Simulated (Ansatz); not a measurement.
Two isomers of C2H8FNOSi: A = `CC[Si](N)(O)F`, B = `CN[SiH](F)OC`.

Gas-phase electronic energies from Ansatz, PBE0-D4/def2-TZVP geometries. CCSD(T)/CBS is the MP2 limit (def2-TZVPP, def2-QZVPP) plus CCSD(T) − MP2 in def2-TZVPP, frozen cores. Functionals use def2-TZVPP. B3LYP here is the variant with VWN-RPA as its local correlation; programs differ in this. One conformer a species, not always the lowest.

A:

```xyz
14

C    -0.459    1.446   -1.165
C     0.368    1.068    0.062
Si    0.505   -0.758    0.340
N    -0.934   -1.648    0.544
O     1.475   -0.944    1.643
F     1.157   -1.409   -0.971
H    -0.024    1.034   -2.079
H    -1.480    1.064   -1.089
H    -0.522    2.529   -1.289
H    -0.059    1.515    0.966
H     1.383    1.474   -0.017
H    -1.561   -1.484    1.313
H    -1.406   -2.053   -0.247
H     1.557   -1.835    1.989
```

B:

```xyz
14

C    -0.7295    1.4493   -1.0338
N    -0.1719    1.2315    0.2831
Si    1.1516    0.2316    0.6343
F     1.2433    0.2440    2.2297
O     0.9398   -1.2643    0.0366
C    -0.2152   -2.0576    0.2084
H    -0.3626    0.6820   -1.7194
H    -1.8218    1.3766   -1.0252
H    -0.4563    2.4229   -1.4566
H    -0.4901    1.8764    0.9876
H     2.4684    0.6409    0.1116
H    -0.1277   -2.6658    1.1130
H    -0.3086   -2.7221   -0.6525
H    -1.1194   -1.4452    0.2831
```

**Question.** Which is lower in electronic energy at CCSD(T)/CBS, and by how much? (An estimate is asked.)

**Answer.** Ansatz gave: A, by 138.1 kJ/mol.

**Question.** Give E(B) − E(A) in kJ/mol with B2PLYP, B3LYP, MP2/def2-TZVPP, CCSD/def2-TZVPP, CCSD(T)/def2-TZVPP, HF/def2-TZVPP, PBE0-D4. (An estimate is asked.)

**Answer.** Computed: B2PLYP 130.2, B3LYP 124.6, MP2/def2-TZVPP 141.8, CCSD/def2-TZVPP 133.1, CCSD(T)/def2-TZVPP 134.2, HF/def2-TZVPP 117.3, PBE0-D4 135.7. None reverses the order clearly.

Largest T1 diagnostic: 0.011.

In def2-TZVPP, CCSD(T) changes the Hartree–Fock value by +16.9 kJ/mol (the triples alone add +1.1 kJ/mol) and MP2 by +24.5 kJ/mol. From PBE to PBE0 (25 % exact exchange), in def2-TZVPP and without D4, E(B) − E(A) moves by +3.2 kJ/mol.
